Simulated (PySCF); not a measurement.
# Field gradients at the hydrogen positions

C₅H₁₄Si₂.
Cartesian coordinates in Å at the GFN2-xTB level; atoms count from 1:
```
atom  x, y, z in Å
C1    -1.8471    0.9914   -1.5566
C2    -1.7117    0.4919   -0.1162
C3    -2.9322   -0.3464    0.2716
C4    -0.4640   -0.3277    0.0254
C5     0.5451   -0.0561    0.8418
Si6    2.1214   -1.0669    0.9983
Si7    3.9308    0.1333    0.2053
H8    -1.9241    0.1497   -2.2420
H9    -2.7395    1.6046   -1.6628
H10   -0.9812    1.5877   -1.8373
H11   -1.6494    1.3570    0.5538
H12   -3.8399    0.2488    0.1965
H13   -3.0273   -1.2050   -0.3902
H14   -2.8366   -0.7082    1.2933
H15   -0.4232   -1.2061   -0.6070
H16    0.4682    0.8333    1.4592
H17    1.9156   -2.3385    0.2898
H18    2.2699   -1.4115    2.4222
H19    5.1981   -0.5841    0.3729
H20    4.0955    1.4146    0.8999
H21    3.8225    0.4551   -1.2214
```

Level: PBE0/pcSseg-1 (PySCF, non-relativistic); Q(2H) = 0.00286 b; rigid geometry, the same for H and D, with no vibrational averaging.

**Question.** Rank these positions by the coupling χzz of a deuteron there, largest first.
A. H20 (Si–H hydrogen)
B. H11 (methine hydrogen)
C. H12 (methyl hydrogen)
D. H16 (vinylic hydrogen)

**Answer.** D (217 kHz), C (212 kHz), B (197 kHz), A (110 kHz).

**Question.** What are Vzz, η and χzz (234.96 MHz × Q × Vzz) at all hydrogens?

**Answer.** 
```csv
atom,bonded to,bond length (Å),Vzz (au),η,χzz (kHz)
H8,C1,1.088,0.3137,0.02,211
H9,C1,1.088,0.3151,0.02,212
H10,C1,1.088,0.3135,0.02,211
H11,C2,1.096,0.2938,0.02,197
H12,C3,1.088,0.3152,0.02,212
H13,C3,1.088,0.3138,0.02,211
H14,C3,1.088,0.3137,0.02,211
H15,C4,1.083,0.3210,0.05,216
H16,C5,1.085,0.3235,0.05,217
H17,Si6,1.470,0.1598,0.02,107
H18,Si6,1.473,0.1581,0.01,106
H19,Si7,1.466,0.1635,0.00,110
H20,Si7,1.467,0.1631,0.00,110
H21,Si7,1.467,0.1631,0.00,110
```

**Question.** Average by the element that carries the hydrogen.

**Answer.** on C: 211 kHz over 9 positions, mean bond length 1.088 Å; on Si: 109 kHz over 5 positions, mean bond length 1.468 Å.

The structure is a single GFN2-xTB conformer in the gas phase; no vibrational or solvent corrections. GFN2-xTB bond lengths can be off by several hundredths of an ångström, more for odd bonds, and the gradients follow them. A larger basis could move these couplings by a tenth or more.
